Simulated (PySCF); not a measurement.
C₃H₁₀B₃O₃, charge +1, singlet, at a GFN2-xTB geometry. Base run: PySCF with DF-HF/STO-3G.

Here is a job for PySCF.
```python
from pyscf import gto, scf

mol = gto.M(
    atom='''
C     1.55017480    2.52376653    0.43186327
B     0.74441431    1.20639358    0.21146577
O    -0.63297883    1.19769932    0.08470926
B    -1.40764061    0.15281059   -0.10721144
C    -2.96598204    0.14797066   -0.23653381
O    -0.69256398   -1.12749516   -0.19046388
B     0.76911319   -1.19419293   -0.06915601
C     1.46627084   -2.58911906   -0.18322750
O     1.35348684   -0.03089726    0.11833668
H     1.62532102    3.08286401   -0.50051865
H     2.56270630    2.34106553    0.77664846
H     1.05399689    3.19003835    1.13286680
H    -3.43049075    0.35078071    0.72812695
H    -3.30896210    0.94805819   -0.88868509
H    -3.38149943   -0.78580665   -0.60502846
H    -1.19421256   -1.94211873   -0.32808476
H     0.78690927   -3.43516332   -0.12737374
H     2.22242057   -2.71480915    0.58851612
H     2.00804252   -2.67012884   -1.12522737
''',
    basis='sto-3g',
    charge=1,
    verbose=4,
)

mf = scf.RHF(mol)
mf = mf.density_fit(auxbasis='def2-universal-jkfit')
mf.kernel()
```

Variants of this job, named by their change:

| change | basis functions | E (Eh) | HOMO (eV) | HOMO-LUMO gap (eV) |
|---|---|---|---|---|
| base | 55 | -412.94471 | -15.99 | 17.15 |
| basis = LANL2DZ | 101 | -418.05533 | -17.80 | 16.47 |
| basis = 6-31G | 101 | -417.99009 | -17.72 | 16.65 |
| basis = pcseg-0 | 101 | -416.99249 | -17.84 | 16.61 |
| basis = 3-21G | 101 | -415.90347 | -17.67 | 16.68 |
| basis = def2-SV(P) | 146 | -417.81346 | -17.81 | 16.70 |
| basis = 6-31G* | 146 | -418.15725 | -17.70 | 16.95 |
| basis = pc-1 | 176 | -418.04738 | -17.84 | 16.52 |
| basis = 6-31G** | 176 | -418.18193 | -17.67 | 16.94 |
| basis = def2-SVP | 176 | -417.85513 | -17.75 | 16.69 |
| basis = cc-pVDZ | 176 | -418.18797 | -17.69 | 16.82 |
| basis = 6-31+G* | 182 | -418.16422 | -17.75 | 14.97 |
| basis = 6-311G** | 222 | -418.27042 | -17.72 | 16.35 |

Totals compare only among sets that treat the same electrons; sets with core potentials leave the core out.
